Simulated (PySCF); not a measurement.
Working out the ionisation energy of Mo¹⁸⁺

Mo¹⁸⁺ [Ar] 3d6 (5D) → Mo¹⁹⁺ [Ar] 3d5 (6S). Computed with PySCF 2.14 in an uncontracted even-tempered set (19 s from 1.7 bohr⁻², ratio 2.5; 12 p from 2.2 bohr⁻², ratio 2.5; 8 d from 2.2 bohr⁻², ratio 2.5; 4 f from 9.9 bohr⁻², ratio 2.7; 4 g from 15 bohr⁻², ratio 2.7), with scalar relativity by spin-free X2C-1e. Frozen: [Ne]; the 31 highest virtual orbitals dropped. Energies in hartree (1 hartree = 27.21139 eV):

```tsv
part	Mo¹⁸⁺ (lower)	Mo¹⁹⁺ (upper)
UHF	-3887.339968	-3859.551016
MP2 opposite-spin	-0.357691	-0.310873
MP2 same-spin	-0.179700	-0.174878
```

Question: What does Hartree-Fock give?

Answer: (-3859.551016) − (-3887.339968) = 27.788952 hartree = 756.176 eV.

Question: What do MP2 and SCS-MP2 (6/5 opposite-spin, 1/3 same-spin) give?

Answer: The opposite-spin parts differ by 1.274 eV and the same-spin parts by 0.131 eV. MP2: 756.176 + (1.274) + (0.131) = 757.581 eV. SCS-MP2: 756.176 + 1.2 × (1.274) + (0.131)/3 = 757.748 eV.

Reference: 758 ± 3 eV (theoretical estimate listed by NIST; NIST Atomic Spectra Database, ionization energies), between the lowest levels; spin-orbit coupling is absent from the calculation.

What remains against the reference includes basis incompleteness, the frozen core and correlation beyond second order.
